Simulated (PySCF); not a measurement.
B(H)(Et)(OMe) (C₃H₉BO), SMILES O(BCC)C. Atoms are numbered in the order given.

```xyz
14

B      0.8077     0.0454     0.0000
H      1.9566    -0.3494     0.0000
C     -0.4295    -0.9322     0.0000
C     -0.0888    -2.4222     0.0000
H     -1.0687    -0.6807    -0.8714
H     -1.0687    -0.6807     0.8714
H      0.5098    -2.6934     0.8846
H      0.5098    -2.6934    -0.8846
H     -0.9873    -3.0599     0.0000
O      0.6808     1.3945     0.0000
C     -0.5799     2.0383     0.0000
H     -1.1686     1.7727     0.8945
H     -0.4101     3.1245     0.0000
H     -1.1686     1.7727    -0.8945
```
Charge 0, spin multiplicity 1.

Coordinates come from a r2SCAN-D4/def2-SVP optimisation. This is a generated structure with no PubChem entry under its InChIKey; it may be hypothetical. The values are those of a single conformer.

All values below come from PySCF with M06-2X/def2-TZVP.

Isolated molecule, no solvent.

The total energy is -219.82479 hartree, the point group comes out as Cs and the highest occupied level is -9.33 eV. The lowest empty level is 0.90 eV. The orbital gap is 10.23 eV. The dipole moment is 0.381 e·Å. The quadrupole, principal values (traceless, Buckingham form, about the centre of nuclear charge) is -5.22, 1.69, 3.53 D·Å, the mean static polarisability is 54.4 bohr³ (8.07 Å³) and the polarisability, principal values is 45.5, 52.4, 65.5 bohr³.
